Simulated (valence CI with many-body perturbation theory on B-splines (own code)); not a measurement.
## Level structure of Bi X

Method: valence CI with perturbative core correlation (CI+MBPT): six valence electrons over a frozen Dirac-Fock core [Xe] 4f14, radial functions for each j: 7 s, 7 p, 8 d, 6 f, 4 g, 1 h, with the one-electron correlation potential Σ1 (screened to all orders), the two-electron term Σ2, the three-electron term Σ3, Breit, model QED; selected single and double excitations, second order for the rest, scaled by the run's own slope (own B-spline code, finite nucleus).

No measured spectrum was set against this ion. As an estimate, terms of the open shell hold to 2 to 4 % of their energy, and close levels can change places. Core correlation moves these levels by up to 2100 cm⁻¹, and in measured spectra 5 to 20 % of such shifts remained as error; rates that hang on mixing are uncertain with them. Not all symmetries were solved, so the list stops early. Among the levels kept, up to 900 cm⁻¹ of a level comes from second order outside the variational space, and about a tenth of that is noise between levels of different J, which matters for small intervals. Only levels of the ground parity were solved; by the run's estimate the other parity begins above the list, which can be wrong where configurations are misplaced.

Levels 1 to 7 of 7, with energies above the lowest level, (5d3/2^4 5d5/2^2) J=4. "Leading %" is the weight of the configuration and term that name the level; weights of strongly mixed levels are sums over their largest components and can fall short. In the jj column 3d3/2^4 stands for four electrons in 3d with j = 3/2. Lifetimes count E1, E2, E3, M1 and M2 decay at the calculated energies, and are blank where another channel may lead or the interval is too uncertain; long ones can be off by a factor of two.

| No. | Configuration | Term | J | E (cm⁻¹) | Leading % | Leading jj | Second component | Lifetime |
| --- | --- | --- | --- | --- | --- | --- | --- | --- |
| 1 | 5d6 | 5D | 4 | 0.0 | 59 | 5d3/2^4 5d5/2^2 (79 %) | 28 % 5d6 3F |  |
| 2 | 5d6 | 3P | 2 | 8902 | 39 | 5d3/2^4 5d5/2^2 (83 %) | 32 % 5d6 5D | 1090 s |
| 3 | 5d6 | 5D | 3 | 20022 | 81 | 5d3/2^3 5d5/2^3 (85 %) | 11 % 5d6 3F | 4.22 ms |
| 4 | 5d6 | 5D | 0 | 21493 | 49 | 5d3/2^4 5d5/2^2 (55 %) | 33 % 5d6 3P | 62.5 s |
| 5 | 5d6 | 5D | 1 | 25331 | 67 | 5d3/2^3 5d5/2^3 (86 %) | 22 % 5d6 3P | 4.96 ms |
| 6 | 5d6 | 5D | 4 | 27881 | 26 | 5d3/2^3 5d5/2^3 (78 %) | 24 % 5d6 3H | 2.78 ms |
| 7 | 5d6 | 3G | 5 | 36351 | 55 | 5d3/2^3 5d5/2^3 (98 %) | 44 % 5d6 3H | 13.6 ms |

The ionisation energy to 5d5 6S_5/2 of the next ion comes out as 162.82 eV (NIST: 161.1 ± 2.2 eV (theoretical)). All 7 levels together are meant to be complete up to 36767 cm⁻¹.
